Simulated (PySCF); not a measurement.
1,2-difluorocyclobutene (C4H4F2), SMILES FC1=C(F)CC1.

Geometry: B3LYP-D3(BJ)/def2-SVP.

These are PySCF 2.14.0 with B3LYP-D3(BJ)/def2-SVP values and carry that method's errors.

No scaling factor is applied to the harmonic values.

```csv
mode,ν (cm⁻¹),IR (km/mol),Raman (Å⁴/amu),depolarisation,moving atoms (share of kinetic energy)
1,225,0.0,0.0,–,"H 45 %, C 36 %, F 19 %"
2,276,3.3,1.3,0.75,"F 85 %, C 13 %"
3,305,1.3,0.0,–,"C 61 %, H 19 %, F 19 %"
4,454,1.5,0.7,0.75,"C 44 %, F 39 %, H 17 %"
5,546,0.0,4.4,0.75,"C 78 %, H 14 %"
6,687,8.1,3.3,0.75,"C 61 %, F 32 %"
7,743,29.2,7.3,0.26,"F 51 %, C 38 %, H 11 %"
8,857,1.2,1.4,0.75,"H 87 %, C 13 %"
9,908,6.8,18.2,0.33,"C 67 %, H 26 %"
10,1039,0.0,3.2,0.75,"H 59 %, C 41 %"
11,1089,0.2,10.7,0.75,"H 83 %, C 17 %"
12,1101,64.4,0.6,0.75,"C 74 %, H 19 %"
13,1143,0.0,9.6,0.75,"H 86 %, C 14 %"
14,1163,16.7,6.8,0.25,"H 60 %, C 39 %"
15,1217,18.6,0.6,0.75,"H 52 %, C 40 %"
16,1281,79.6,1.2,0.52,"C 73 %, H 16 %, F 10 %"
17,1385,222.9,0.1,0.75,"C 81 %, F 13 %"
18,1454,0.9,25.5,0.75,"H 91 %, C 9 %"
19,1478,0.2,17.7,0.34,"H 84 %, C 16 %"
20,1853,100.5,16.8,0.06,C 94 %
21,3048,31.1,74.1,0.75,H 95 %
22,3053,27.0,259.9,0.01,H 95 %
23,3105,0.0,114.2,0.75,"H 90 %, C 10 %"
24,3112,31.2,101.6,0.75,"H 90 %, C 10 %"
```
